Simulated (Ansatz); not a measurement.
Start from `C=CC#C[SeH]` and change one atom or group to get `FC#C[SeH]`.

Ansatz, PBE0-D4/def2-TZVP geometries, multiplicity 1. Each molecule was computed in one conformer, which needn't be the lowest.

Scalar relativity is left out up to krypton.

```json
{"property": "HOMO–LUMO gap (B3LYP/def2-TZVPP) / eV", "`C=CC#C[SeH]`": "5.05"}
{"property": "HOMO–LUMO gap (ωB97M-V/def2-TZVPP) / eV", "`C=CC#C[SeH]`": "9.47"}
{"property": "size of the dipole moment (PBE/def2-TZVPP) / D", "`C=CC#C[SeH]`": "0.50"}
{"property": "HOMO energy (B3LYP/def2-TZVPP) / eV", "`C=CC#C[SeH]`": "-6.12"}
{"property": "HOMO energy (PBE0/def2-TZVPP) / eV", "`C=CC#C[SeH]`": "-6.33"}
{"property": "HOMO energy (PBE/def2-TZVPP) / eV", "`C=CC#C[SeH]`": "-5.34"}
```

Task: What does the change do to each property? (Estimate.)

Result: The calculation gave: 
```
                                      property  `FC#C[SeH]`  shift
         HOMO–LUMO gap (B3LYP/def2-TZVPP) / eV         5.88   0.83
       HOMO–LUMO gap (ωB97M-V/def2-TZVPP) / eV        10.47   1.00
size of the dipole moment (PBE/def2-TZVPP) / D         0.66   0.16
           HOMO energy (B3LYP/def2-TZVPP) / eV        -6.51  -0.39
            HOMO energy (PBE0/def2-TZVPP) / eV        -6.74  -0.41
             HOMO energy (PBE/def2-TZVPP) / eV        -5.57  -0.23
```

With PBE0 the HOMO falls by 0.41 eV and the LUMO rises by 0.52 eV, so the gap widens by about 0.93 eV. PBE moves the HOMO by -0.23 eV and ωB97M-V by -0.53 eV. Dipoles are sizes alone; their direction can turn.

B3LYP here is the variant with VWN-RPA as its local correlation; programs differ in this.

Spin–orbit coupling is left out; it splits and shifts lone-pair levels of the heavy atoms by tenths of an eV.
